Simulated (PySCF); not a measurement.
Species: C7H12.
Structure used (PBE0-D3(BJ)/def2-SVP), in Å, numbered top down from 1:
```xyz
19
C7H12 angstrom
C     -1.9712    1.4081    1.3005
C     -1.3744    0.5025    0.7598
C     -0.6556   -0.5803    0.0871
C     -1.4165   -1.0516   -1.1552
C      0.8158   -0.1991   -0.2093
C      1.5876    0.0437    1.0817
C      0.9380    0.9885   -1.1561
H     -2.5066    2.2017    1.7869
H     -0.6204   -1.4273    0.7968
H     -1.5482   -0.2341   -1.8782
H     -0.8683   -1.8678   -1.6504
H     -2.4158   -1.4208   -0.8844
H      1.2521   -1.0841   -0.7072
H      1.1703    0.9032    1.6299
H      2.6468    0.2576    0.8726
H      1.5451   -0.8320    1.7481
H      0.4648    1.8835   -0.7219
H      0.4642    0.7938   -2.1295
H      1.9962    1.2244   -1.3453
```

Computed with PySCF at B3LYP/def2-SVPD, non-relativistic, on one gas-phase PBE0-D3(BJ)/def2-SVP geometry that isn't relaxed in the solvent. The solvent is an IEF-PCM continuum (cavity from Bondi-type radii × 1.2), and excitations are vertical TDDFT with non-equilibrium linear response and a frozen core. The model holds no explicit solvent molecules, cavitation or dispersion.

```
run  E − E(gas) (kcal/mol)  HOMO (eV)  HOMO–LUMO gap (eV)  dipole (D)  lowest singlet (eV)  static polarisability (au)
gas                   0.00      -7.39                7.71        0.72                 6.49                        84.2
  P                  -2.02      -7.45                7.88        1.04                 6.56                       104.6
  Q                  -2.34      -7.47                7.90        1.10                 6.57                       108.4
```

The runs were made in chloroform and tetrahydrofuran. Which run belongs to which solvent?

P = chloroform, Q = tetrahydrofuran. The dielectric constants are 4.711 (chloroform), 7.426 (tetrahydrofuran), and the energy falls further as ε rises. The optical constants n² used for the excitations are 2.09, 1.97 in the same order. In this model the ground state sees the solvent through ε alone.

How constant is the ratio of the lowering to (ε − 1)/(2ε + 1)?

| solvent | (ε − 1)/(2ε + 1) | E − E(gas) (kcal/mol) | ratio (kcal/mol) | polarisation term (kcal/mol) |
| --- | --- | --- | --- | --- |
| chloroform | 0.356 | -2.02 | -5.7 | -2.21 |
| tetrahydrofuran | 0.405 | -2.34 | -5.8 | -2.61 |

The ratio changes by +1.9 % in size from chloroform to tetrahydrofuran. The polarisation term is half the interaction of the solute with the induced surface charges.
